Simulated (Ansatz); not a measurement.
CH$_{3}$ClSeSi, SMILES `Cl[SiH]1C[Se]1`, relaxed with RKS PBE0-D4/def2-TZVP in Ansatz 0.2.0 from a PBE-D4/def2-SVP geometry. The force threshold is 0.005 eV/Å; the program also tests the step.

Total charge 0; spin multiplicity 1.

Start:

```xyz
7

Cl   -0.174    2.501    0.522
Si    0.467    0.687   -0.248
C    -0.555   -0.822    0.088
Se    1.234   -0.921    1.105
H     1.100    0.923   -1.578
H    -1.415   -0.744    0.776
H    -0.657   -1.623   -0.665
```

| step | energy (eV) | largest force (eV/Å) | largest move (Å) |
| --- | --- | --- | --- |
| 1 | -86822.0880 | 0.521 | 0.000 |
| 2 | -86822.1288 | 0.181 | 0.034 |
| 3 | -86822.1317 | 0.076 | 0.019 |
| 4 | -86822.1320 | 0.010 | 0.007 |
| 5 | -86822.1321 | 0.005 | 0.001 |
| 6 | -86822.1321 | 0.001 | 0.001 |

End:

```xyz
7

Cl   -0.166    2.467    0.512
Si    0.458    0.680   -0.242
C    -0.552   -0.808    0.084
Se    1.216   -0.907    1.091
H     1.082    0.908   -1.556
H    -1.394   -0.742    0.766
H    -0.644   -1.597   -0.656
```

It took 35 s on 4 threads of a server CPU on a shared host, with 0.49 GiB of host memory at the peak.
